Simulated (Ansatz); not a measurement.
A run for Ansatz (a first-principles code): R-CAM-B3LYP/def2-TZVPP on CH4GeO2 (SMILES C[O][Ge][OH]).

Ansatz 0.2 input:
```yaml
crystal:
  periodic: [false, false, false]
  atoms:
    - {symbol: C, position_ang: [0.91274166, -0.40274544, 0.46720391]}
    - {symbol: O, position_ang: [0.66027167, 0.98905269, 0.43052903]}
    - {symbol: Ge, position_ang: [-0.90491360, 1.81296042, 0.08658825]}
    - {symbol: O, position_ang: [-2.01236585, 0.41451163, -0.18564476]}
    - {symbol: H, position_ang: [0.31672071, -0.90347487, 1.23840359]}
    - {symbol: H, position_ang: [0.70686883, -0.87863994, -0.49814530]}
    - {symbol: H, position_ang: [1.96710819, -0.55696360, 0.70182134]}
    - {symbol: H, position_ang: [-1.64643161, -0.47470090, -0.11503747]}
basis:
  gaussian:
    orbitals: def2-TZVPP
hamiltonian:
  xc: {name: CAM-B3LYP}
scf: {lower_state_search: off}
```

Program output:

```
WARN ansatz: RAYON_NUM_THREADS=1 ignored (pool sized by the plan → 1); use --threads N
Functional definition: CAM-B3LYP
these checks for a lower state are left out or cut short: stability, starts, cluster_reference, orbital_swaps, neighbouring_geometries, increment
integrals: 0.14 GiB planned
1107 factors; their error is unknown
integrals: 0.17 GiB planned
264 factors; integrals over basis functions are off by at most 8.1e-6 eV
mean field: 1.17 GiB planned
mean field evaluation 1: about -61709.5218 eV, gradient 7.5e1 eV
mean field evaluation 2: about -61695.3323 eV, gradient 1.2e2 eV
mean field evaluation 4: about -61719.0708 eV, gradient 3.9e0 eV
mean field evaluation 8: about -61719.3055 eV, gradient 3.9e-1 eV
mean field evaluation 16: about -61719.3057 eV, gradient 1.1e-5 eV
mean field -61719.30572355 eV, -2268.1426504923 hartree, gradient 2.6e-6 eV, S^2 0.000000; 0 other end points of the search recorded, 0 dependent functions left out
reference -61719.30583817 eV, -2268.1426547045 hartree; 29, 29 occupied and 168, 168 virtual orbitals, 1107 factors
Total energy: -61719.30583817 eV, -2268.1426547045 hartree
Checks for a lower state left out: stability, starts, cluster_reference, orbital_swaps, neighbouring_geometries, increment
```

Self-consistency was reached.

Cost: very roughly 5 core-seconds.
